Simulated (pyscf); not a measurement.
Optimised with ωB97X-D3(BJ)/def2-SVP in PySCF.

Problem. PBE/def2-TZVP puts the barrier of Cl–GeH₃ (SMILES [Cl][GeH3]) + •H₂Si–Cl (SMILES [SiH2]Cl) → GeH₃• (SMILES [GeH3]) + Cl–SiH₂–Cl (SMILES Cl[SiH2]Cl) (atom transfer; doublet surface; Cl–Ge broken, Cl–Si formed) at 11.3 kJ/mol and the reaction energy at -45.0 kJ/mol, from the separated reactants. What do r²SCAN/def2-TZVP, B3LYP-D3(BJ)/def2-TZVP, ωB97M-D3(BJ)/def2-TZVP give on the same structures?

Solution. r²SCAN: ΔE‡ = 23.8 kJ/mol, ΔE = -50.1 kJ/mol; B3LYP-D3(BJ): ΔE‡ = 23.1 kJ/mol, ΔE = -50.0 kJ/mol; ωB97M-D3(BJ): ΔE‡ = 42.0 kJ/mol, ΔE = -62.2 kJ/mol. PBE's barrier lies under all of them, by 11.8 to 30.7 kJ/mol. Its reaction energy lies over all of them, by 5.0 to 17.2 kJ/mol. Low barriers are usual for a GGA, whose delocalisation error favours stretched bonds. One saddle was located; it need not be the lowest between these sides. The angle at the transferred Cl is 176°. Elements up to Kr have no core potential and no relativistic terms here.
